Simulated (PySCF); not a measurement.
A GIAO shielding run with PySCF 2.14 (density fitting, non-relativistic, gas phase) on `CC(C)O[C@H]1CC(=O)CO1`, C7H12O3:

```
{"job": {"kind": "nmr", "xc": "PBE0", "basis": "pcSseg-1"}, "charge": 0, "multiplicity": 1}
C     -1.976597     0.313018     0.901724
C     -1.452897    -0.628894    -0.180859
C     -2.349960    -0.611325    -1.414272
O     -0.146922    -0.256544    -0.620051
C      0.920150    -0.682404     0.164357
C      2.206280    -0.398313    -0.617796
C      2.650761     0.940162    -0.071570
O      3.515419     1.651380    -0.497147
C      1.767733     1.214068     1.132292
O      1.045765     0.027343     1.379070
H     -1.318625     0.296335     1.766616
H     -2.023493     1.327896     0.513730
H     -2.972856     0.004751     1.207650
H     -1.400860    -1.652612     0.225485
H     -1.963381    -1.291000    -2.168869
H     -3.358397    -0.911890    -1.145257
H     -2.374511     0.391005    -1.832600
H      0.789516    -1.738933     0.449633
H      2.018468    -0.346193    -1.688146
H      2.975421    -1.144972    -0.422250
H      2.344369     1.467041     2.024131
H      1.094206     2.049468     0.893280
```

Hardware: 1 thread of an Arm Neoverse V1, shared host. The job also computes population analyses, field gradients, ring-centre shieldings.

**Question.** How large is the calculation?

**Answer.** 78 electrons, 230 basis functions and 1188 auxiliary functions.

**Question.** How long does it take?

**Answer.** 49 s of wall time, with 14 SCF cycles and 5 response iterations. Times on a shared host scatter by some tens of per cent.
